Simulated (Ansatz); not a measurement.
Reactions of `F[CH2][AlH][GeH3]`.

Calculated with Ansatz (gas phase, PBE0-D4/def2-TZVP geometries, no zero-point term in ΔE). CCSD(T)/CBS is the MP2 limit (def2-TZVPP, def2-QZVPP) plus CCSD(T) − MP2 in def2-TZVPP, frozen cores. This one scheme is used for every species, atoms too. DFT in def2-TZVPP. No spin–orbit coupling; open shells (•) take unrestricted orbitals. Spin–orbit coupling would lower the free atoms: a little for Al, C, F; clearly for Ge. def2 core potentials past Kr. For Ge, Sn outer-core shells are correlated without core-valence functions, so the limit isn't a true one: a few kJ/mol of doubt a bond, and 10 to 20 or more in all where bonds break to atoms. Scalar relativity is left out up to krypton. Each species was taken in one conformer, which may not be the lowest.

```csv
reaction,CCSD(T)/CBS(def2) (kJ/mol)
`F[CH2][AlH][GeH3]` + toluene → `[CH3][AlH][CH2]F` + `[GeH3][c]1ccccc1`,10
`F[CH2][AlH][GeH3]` + silanol → `F[CH2][AlH][O][SiH3]` + GeH₄,-136
`F[CH2][AlH][GeH3]` + CH₃SH → `C[S][AlH][GeH3]` + fluoromethane,?
`F[CH2][AlH][GeH3]` + `O[SiH2][AlH2]` → `[AlH2][GeH3]` + `O[SiH]([AlH2])CF`,3
`F[CH2][AlH][GeH3]` + CH₃SH → `C[S][AlH][CH2]F` + GeH₄,?
`F[CH2][AlH][GeH3]` + `[OH][GeH3]` → `[GeH3][O][GeH3]` + `F[CH2][AlH2]`,2
`F[CH2][AlH][GeH3]` + `[F][SnH3]` → `[F][AlH][GeH3]` + `F[CH2][SnH3]`,?
`F[CH2][AlH][GeH3]` + `[OH][GeH]([F])[F]` → `[OH][GeH]([F])[GeH3]` + `F[CH2][AlH][F]`,-110
`F[CH2][AlH][GeH3]` → Al• + C• + F• + Ge• + 6 H•,2970
`F[CH2][AlH][GeH3]` + `N[SiH2][SiH3]` → `FCN[SiH2][SiH3]` + `[AlH2][GeH3]`,12
```

(1) Fill in the missing values. (Best estimate.)

Largest T1 diagnostic: 0.018, for Al•.

## Answers

(1) Ansatz gave: `F[CH2][AlH][GeH3]` + CH₃SH → `C[S][AlH][GeH3]` + fluoromethane: -143.2 kJ/mol; `F[CH2][AlH][GeH3]` + CH₃SH → `C[S][AlH][CH2]F` + GeH₄: -86.2 kJ/mol; `F[CH2][AlH][GeH3]` + `[F][SnH3]` → `[F][AlH][GeH3]` + `F[CH2][SnH3]`: -122.4 kJ/mol.
